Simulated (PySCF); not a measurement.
PySCF input (PW6B95/def2-TZVPD):

```python
from pyscf import gto, scf, dft

mol = gto.M(
    atom='''
    Cs   -0.00000000   -0.00000000   -0.52534792
    F     0.00000000    0.00000000    3.21045949
    ''',
    basis='def2-tzvpd',
    ecp='def2-tzvp',
    charge=1,
    spin=1,
    symmetry='C2v',
    verbose=4,
)

mf = dft.UKS(mol, xc='pw6b95').density_fit(auxbasis='def2-universal-jkfit')
mf.grids.level = 3
mf.conv_tol = 1e-9
mf.max_cycle = 100
mf.max_memory = 1500
mf.kernel()
if not mf.converged:
    mf = mf.newton()
    mf.kernel(mf.make_rdm1())
mf.analyze()
```

End of the output:

```
Extra cycle  E= -119.859841412451  delta_E= 8.53e-14  |g|= 6.1e-08  |ddm|= 1.16e-07
converged SCF energy = -119.859841412451  <S^2> = 0.75164292  2S+1 = 2.0016423
**** SCF Summaries ****
Total Energy =                        -119.859841412450919
Nuclear Repulsion Energy =              11.473651979431137
One-electron Energy =                 -192.259293172715275
Two-electron Energy =                   60.925799780833209
Two-electron Coulomb Energy =           74.437340442621775
DFT Exchange-Correlation Energy =      -13.511540661788564
HOMO-LUMO gap [eV] =                     5.914101651384232
Wave-function symmetry = B2
alpha occupancy for each irrep:     A1   A2   B1   B2
                                     5    0    2    2
beta  occupancy for each irrep:     A1   A2   B1   B2
                                     5    0    2    1
**** MO energy ****
alpha MO #1 (A1 #1), energy= -25.1211869859131 occ= 1
alpha MO #2 (A1 #2), energy= -1.4197732513941 occ= 1
alpha MO #3 (A1 #3), energy= -1.27094577608114 occ= 1
alpha MO #4 (B2 #1), energy= -0.739208426627476 occ= 1
alpha MO #5 (B1 #1), energy= -0.739018164824334 occ= 1
alpha MO #6 (A1 #4), energy= -0.738764179195329 occ= 1
alpha MO #7 (B2 #2), energy= -0.73441955768813 occ= 1
alpha MO #8 (A1 #5), energy= -0.649622614376007 occ= 1
alpha MO #9 (B1 #2), energy= -0.647426935412255 occ= 1
alpha MO #10 (A1 #6), energy= -0.186758833662793 occ= 0
alpha MO #11 (B2 #3), energy= -0.129301355801838 occ= 0
alpha MO #12 (B1 #3), energy= -0.12839275099097 occ= 0
alpha MO #13 (A1 #7), energy= -0.127279542691831 occ= 0
alpha MO #14 (A2 #1), energy= -0.127279147156787 occ= 0
alpha MO #15 (A1 #8), energy= -0.124548249869684 occ= 0
alpha MO #16 (A1 #9), energy= -0.115296506534909 occ= 0
alpha MO #17 (B2 #4), energy= -0.11385996974672 occ= 0
alpha MO #18 (B1 #4), energy= -0.113409545096405 occ= 0
alpha MO #19 (A1 #10), energy= -0.0632240941066886 occ= 0
alpha MO #20 (A1 #11), energy= -0.0438201615874162 occ= 0
alpha MO #21 (B2 #5), energy= -0.040948557183483 occ= 0
alpha MO #22 (B1 #5), energy= -0.0402432668124796 occ= 0
alpha MO #23 (A2 #2), energy= -0.0377200151494743 occ= 0
alpha MO #24 (A1 #12), energy= -0.0377084312422885 occ= 0
alpha MO #25 (A1 #13), energy= -0.0324417647632932 occ= 0
alpha MO #26 (B2 #6), energy= -0.0321160938170231 occ= 0
alpha MO #27 (B1 #6), energy= -0.0319750825353453 occ= 0
alpha MO #28 (B2 #7), energy= 0.0178652253307652 occ= 0
alpha MO #29 (B1 #7), energy= 0.0234318531562112 occ= 0
alpha MO #30 (A1 #14), energy= 0.0355788566220809 occ= 0
alpha MO #31 (A1 #15), energy= 0.108308745752574 occ= 0
alpha MO #32 (A2 #3), energy= 0.185889068497076 occ= 0
alpha MO #33 (A1 #16), energy= 0.185894078464259 occ= 0
alpha MO #34 (B2 #8), energy= 0.186133107873268 occ= 0
alpha MO #35 (B1 #8), energy= 0.186844377173624 occ= 0
alpha MO #36 (A1 #17), energy= 0.21633106252926 occ= 0
alpha MO #37 (A1 #18), energy= 0.265664426916427 occ= 0
alpha MO #38 (A1 #19), energy= 0.325410609889623 occ= 0
alpha MO #39 (B2 #9), energy= 0.327532118897303 occ= 0
alpha MO #40 (B1 #9), energy= 0.327935008856495 occ= 0
alpha MO #41 (A2 #4), energy= 0.341248132516637 occ= 0
alpha MO #42 (A1 #20), energy= 0.341477730428284 occ= 0
alpha MO #43 (B2 #10), energy= 0.367371555234213 occ= 0
alpha MO #44 (B1 #10), energy= 0.376799775139525 occ= 0
alpha MO #45 (A1 #21), energy= 0.498150274706745 occ= 0
alpha MO #46 (B2 #11), energy= 0.56017304452137 occ= 0
alpha MO #47 (B1 #11), energy= 0.58703104546571 occ= 0
alpha MO #48 (A1 #22), energy= 0.595369935418439 occ= 0
alpha MO #49 (A1 #23), energy= 0.844632416899458 occ= 0
alpha MO #50 (A1 #24), energy= 2.01362470242174 occ= 0
alpha MO #51 (A2 #5), energy= 2.02055463794654 occ= 0
alpha MO #52 (B2 #12), energy= 2.03289831507025 occ= 0
alpha MO #53 (B1 #12), energy= 2.07889532119028 occ= 0
alpha MO #54 (A1 #25), energy= 2.10878824425786 occ= 0
alpha MO #55 (B2 #13), energy= 3.04776104894086 occ= 0
alpha MO #56 (B1 #13), energy= 3.11315702590937 occ= 0
alpha MO #57 (A1 #26), energy= 3.11816013866387 occ= 0
alpha MO #58 (A1 #27), energy= 3.76134699645494 occ= 0
alpha MO #59 (B2 #14), energy= 6.60925938522655 occ= 0
alpha MO #60 (A1 #28), energy= 6.61945940124874 occ= 0
alpha MO #61 (B1 #14), energy= 6.62033163800111 occ= 0
alpha MO #62 (A2 #6), energy= 6.64726352208372 occ= 0
alpha MO #63 (B2 #15), energy= 6.64827299740249 occ= 0
alpha MO #64 (B1 #15), energy= 6.69608721266992 occ= 0
alpha MO #65 (A1 #29), energy= 6.69748887641352 occ= 0
alpha MO #66 (A1 #30), energy= 8.1360282546005 occ= 0
alpha MO #67 (A2 #7), energy= 8.15211663835941 occ= 0
alpha MO #68 (B2 #16), energy= 8.1603577491182 occ= 0
alpha MO #69 (B1 #16), energy= 8.23012579819929 occ= 0
alpha MO #70 (A1 #31), energy= 8.24638761700228 occ= 0
alpha MO #71 (A1 #32), energy= 19.6372635084504 occ= 0
alpha MO #72 (A1 #33), energy= 56.5908766757885 occ= 0
beta  MO #1 (A1 #1), energy= -25.0908182685175 occ= 1
beta  MO #2 (A1 #2), energy= -1.32414608059965 occ= 1
beta  MO #3 (A1 #3), energy= -1.2709490363163 occ= 1
beta  MO #4 (B2 #1), energy= -0.739128466988391 occ= 1
beta  MO #5 (B1 #1), energy= -0.739019153337527 occ= 1
beta  MO #6 (A1 #4), energy= -0.738738224322226 occ= 1
beta  MO #7 (A1 #5), energy= -0.615663594956835 occ= 1
beta  MO #8 (B1 #2), energy= -0.613428908491233 occ= 1
beta  MO #9 (B2 #2), energy= -0.396089679719958 occ= 0
beta  MO #10 (A1 #6), energy= -0.186387047684327 occ= 0
beta  MO #11 (B1 #3), energy= -0.128320720720794 occ= 0
beta  MO #12 (B2 #3), energy= -0.127876156806566 occ= 0
beta  MO #13 (A2 #1), energy= -0.127286600199368 occ= 0
beta  MO #14 (A1 #7), energy= -0.127275855373284 occ= 0
beta  MO #15 (A1 #8), energy= -0.124145906571612 occ= 0
beta  MO #16 (A1 #9), energy= -0.113794815341661 occ= 0
beta  MO #17 (B1 #4), energy= -0.113462343677258 occ= 0
beta  MO #18 (B2 #4), energy= -0.113240309401539 occ= 0
beta  MO #19 (A1 #10), energy= -0.0629384867011798 occ= 0
beta  MO #20 (A1 #11), energy= -0.0433831082720628 occ= 0
beta  MO #21 (B1 #5), energy= -0.0403760688646345 occ= 0
beta  MO #22 (B2 #5), energy= -0.0396117510247542 occ= 0
beta  MO #23 (A1 #12), energy= -0.0377643674598446 occ= 0
beta  MO #24 (A2 #2), energy= -0.0377542406711471 occ= 0
beta  MO #25 (A1 #13), energy= -0.0322302492008601 occ= 0
beta  MO #26 (B2 #6), energy= -0.0321587467226339 occ= 0
beta  MO #27 (B1 #6), energy= -0.0319912095617911 occ= 0
beta  MO #28 (B1 #7), energy= 0.024544973453374 occ= 0
beta  MO #29 (B2 #7), energy= 0.032426828635599 occ= 0
beta  MO #30 (A1 #14), energy= 0.0372049924057691 occ= 0
[...]
```
